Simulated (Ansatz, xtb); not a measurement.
## Relative energy of two isomers of GaGeH6P

We compare X, `[GaH2][PH][GeH3]`, a singlet, with Y, `[PH2][GeH2][GaH2]`, a singlet. Both are isolated molecules in the gas phase, relaxed with BLYP-D3(BJ)/def2-SVP; the shapes shown needn't be the lowest conformers.

X (Å):

```tsv
atom	x (Å)	y (Å)	z (Å)
Ga	1.0292	1.0489	-1.7201
Ge	1.0406	-0.5708	1.4301
P	0.4491	1.5214	0.5009
H	0.5753	-1.8072	0.6047
H	2.5016	0.5392	-2.0100
H	0.0072	1.3697	-2.8870
H	-0.9560	1.2490	0.3492
H	0.4152	-0.6647	2.8502
H	2.5886	-0.5968	1.5419
```

Y (Å):

```xyz
9

Ga    1.0705   -0.0603    2.0802
Ge    0.6588    1.0014   -0.1166
P     0.2171   -0.7338   -1.7107
H     0.5067    0.1083   -2.8442
H     1.5678   -1.2373   -1.6631
H    -0.6238    1.8901   -0.1258
H     1.8423    1.8952   -0.6066
H    -0.1420   -0.4286    3.0382
H     2.5496   -0.4438    2.5173
```

Which of the two would you expect CCSD(T)/def2-SVP + ΔMP2/def2-TZVPP electronic energies to favour?

Structure X; the calculation gives E(Y) − E(X) = +21.2 kJ/mol.

The same difference at several levels:

```
                             level              geometry  E(Y) − E(X) (kJ/mol)  departure from the last row (kJ/mol)  job, with rough time for the two
                          GFN2-xTB              GFN2-xTB                   +20.6                                  −0.6              optimisation, 0.41 s
                         HF/STO-3G              GFN2-xTB                   +18.8                                  −2.4               single point, 3.1 s
                r2SCAN-D4/def2-SVP              GFN2-xTB                   +24.7                                  +3.5               single point, 4.9 s
              BLYP-D3(BJ)/def2-SVP  BLYP-D3(BJ)/def2-SVP                   +16.8                                  −4.4                optimisation, 54 s
                       HF/def2-SVP  BLYP-D3(BJ)/def2-SVP                   +23.8                                  +2.5           part of the CCSD(T) run
                      MP2/def2-SVP  BLYP-D3(BJ)/def2-SVP                   +28.0                                  +6.8           part of the CCSD(T) run
                  CCSD(T)/def2-SVP  BLYP-D3(BJ)/def2-SVP                   +23.4                                  +2.2                      single point
CCSD(T)/def2-SVP + ΔMP2/def2-TZVPP  BLYP-D3(BJ)/def2-SVP                   +21.2                                                      single point, 40 s
```

As drawn, Y has 1 Ga–Ge, 1 P–H in place of 1 Ga–P, 1 Ge–H.

The levels shown agree on the order. The largest departure from CCSD(T)/def2-SVP + ΔMP2/def2-TZVPP is that of MP2/def2-SVP, 6.8 kJ/mol. The last row adds to CCSD(T) the change of the MP2 difference between the two basis sets, here −2.2 kJ/mol.

With harmonic frequencies from BLYP-D3(BJ)/def2-SVP (ideal gas, rigid rotor, one conformer each, 298.15 K, 1 atm): on the last row, ΔE + ΔZPE = +20.5 kJ/mol. A mode under 50 cm⁻¹ makes harmonic enthalpies and free energies unreliable, so none is given.

The correlated steps freeze 23 core orbitals; the filled d shell of Ga and Ge is correlated, in a basis made for valence electrons. Programs: Ansatz 0.2.0, xtb 6.7.1; the last row on 2 threads of Arm Neoverse V2 on a shared host.
